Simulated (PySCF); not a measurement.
# Simulated absorption spectrum

C₇H₁₆OS.
InChI=1S/C7H16OS/c1-4-5-7(2)6-9(3)8/h7H,4-6H2,1-3H3/t7-,9-/m1/s1

The calculation used TDDFT CAM-B3LYP/def2-SVPD, vertical, gas phase, core orbitals frozen in the response (PySCF 2.14.0, density-fitted response routines). The structure is a single PBE0-D3(BJ)/def2-SVP conformer in the gas phase; no vibrational or solvent corrections. Torsions of this conformer, `[CH3:1][CH2:2][CH2:3][C@@H:4]([CH3:5])[CH2:6][S@@:7]([CH3:8])=[O:9]`: C1–C2–C3–C4 176°, C2–C3–C4–C5 61°, C3–C4–C6–S7 168°, C4–C6–S7–C8 -171°.

Each state is given a Gaussian of 0.25 eV full width at half maximum, with ε(max) = 2.175×10⁸ f / Δν̃ (Δν̃ the width in cm⁻¹). The width is an assumption, not a result. The curve ends short of the highest state used, and states not computed would add to its high-energy end.

(E (eV), ε (L mol⁻¹ cm⁻¹)): (5.58, 2), (5.62, 8), (5.66, 23), (5.71, 78), (5.75, 178), (5.79, 359), (5.84, 753), (5.88, 1252), (5.92, 1978), (5.96, 2996), (6.01, 4666), (6.05, 6095), (6.09, 7194), (6.14, 7491), (6.18, 6701), (6.22, 5270), (6.27, 3338), (6.31, 2205), (6.35, 1634), (6.39, 1542), (6.44, 1752), (6.48, 1886), (6.52, 1834), (6.57, 1543), (6.61, 1335), (6.65, 1424), (6.70, 2321), (6.74, 3809), (6.78, 5822), (6.82, 7882), (6.87, 9530), (6.91, 9517), (6.95, 8312), (7.00, 5868), (7.04, 3944), (7.08, 2553)

Q: Where are the band maxima, and which computed states make them?

A: 202 nm (6.13 eV), ε about 7600, made up of S2 (96%); 191 nm (6.49 eV), ε about 1900, made up of S3 (98%); 180 nm (6.89 eV), ε about 9700, made up of S4 (95%) (ε in L mol⁻¹ cm⁻¹; maxima over ε = 5, shares over 10%). The states used: S1 5.95 eV (f 0.0095); S2 6.13 eV (f 0.068); S3 6.49 eV (f 0.017); S4 6.88 eV (f 0.086); S5 6.98 eV (f 0.0061); S6 7.27 eV (f 0.017); S7 7.37 eV (f 0.010); S8 7.46 eV (f 0.0044); S9 7.57 eV (f 0.0055); S10 7.68 eV (f 0.050).

Q: What would ε be at 6.89 eV, the highest of these maxima, with half the width (0.125 eV)?

A: About 18700 L mol⁻¹ cm⁻¹ against 9690, a factor of about 1.9; a lone state at its own centre would give exactly 2.

Q: On this curve, what absorbance would a 10⁻³ mol/L sample give at 193 nm over a 1 cm path?

A: 193 nm is 6.424 eV, where ε is about 1700 L mol⁻¹ cm⁻¹, so A = ε c l ≈ 1.7 (Beer–Lambert, with the gas-phase spectrum and the assumed width).

Q: Coming from long wavelengths, where does ε first pass 100 L mol⁻¹ cm⁻¹?

A: At about 217 nm (5.72 eV), 0.23 eV below S1.

The vertical ionisation energy (ΔSCF) is 8.67 eV, 0.99 eV above S10.
